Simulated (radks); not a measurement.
Polarisability of neutral erbium, [Xe] 4f12 6s2, at imaginary frequency. All-electron calculation, non-relativistic Kohn-Sham, PBE, spin-polarised, spherical densities, point nucleus; open shells are filled with parallel spins first (spin-orbit coupling, left out, can overturn this in heavy ions); relativity is left out, which matters for an element this heavy. Program: a radial shooting solver on a logarithmic mesh with Libxc functionals. Response by self-consistent Sternheimer equations with the Hartree and adiabatic LDA kernel.

w (hartree),alpha1(iw) (bohr^3)
0.00266,186.2
0.0143,183.0
0.0360,167.1
0.0697,131.0
0.118,85.98
0.186,50.38
0.280,28.74
0.413,16.88
0.605,10.37
0.892,6.532
1.35,3.996
2.12,2.234
3.59,1.079
6.94,0.4146
17.5,0.09874

Static values: alpha1 = 186.3 bohr^3 (27.60 angstrom^3; uncoupled 355.5). C6 = 2928, triple-dipole C9 = 395400 atomic units. One-pole (London) frequency 4 C6 / (3 alpha1^2) = 0.112 hartree, against 0.130 for minus the highest occupied eigenvalue. Recommended static value: 150 bohr^3 (Schwerdtfeger and Nagle, 2023 table).
